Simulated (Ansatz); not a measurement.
Program: Ansatz. Geometries: PBE0-D4/def2-TZVP. ΔE: electronic, gas phase. CCSD(T)/CBS adds triple-zeta CCSD(T) − MP2 to the extrapolated MP2 energy (def2 sets, frozen cores). DFT in def2-TZVPP. B3LYP here is the variant with VWN-RPA as its local correlation; programs differ in this. def2 core potentials past Kr. For In, Sn outer-core shells are correlated without core-valence functions, which leaves a few kJ/mol of doubt a bond. One conformer a species, not always the lowest.

Reaction (substitution at a C–O bond): `CC(C)[O][Sn][O]C(C)C` + `[OH][InH2]` → `CC(C)[O][InH2]` + `CC(C)[O][Sn][OH]`

| level | ΔE (kJ/mol) | difference from CCSD(T)/CBS |
| --- | --- | --- |
| PBE0-D4 | 12.1 | -1.2 |
| B3LYP-D4 | 12.3 | -1.0 |
| PBE | 9.6 | -3.7 |
| PBE0 | 9.8 | -3.5 |
| HF/def2-TZVPP | 10.5 | -2.8 |
| SCS-MP2/def2-TZVPP | 15.2 | 1.9 |
| CCSD(T)/def2-TZVPP | 14.6 | 1.3 |
| HF/def2-QZVPP | 10.2 | -3.1 |
| MP2/def2-QZVPP | 14.9 | 1.6 |
| MP2/CBS(def2) | 14.5 | 1.2 |
| CCSD(T)/CBS | 13.3 | 0 |

Largest T1 diagnostic among the species: 0.017.

The D4 term adds +3.2 kJ/mol with B3LYP and +2.3 kJ/mol with PBE0; it sums over pairs of atoms, weighted by their polarisabilities, and B3LYP, whose exchange is more repulsive, gets the larger term. In def2-TZVPP, CCSD(T) changes the Hartree–Fock value by +4.1 kJ/mol (the triples alone add +0.8 kJ/mol) and MP2 by +5.3 kJ/mol.
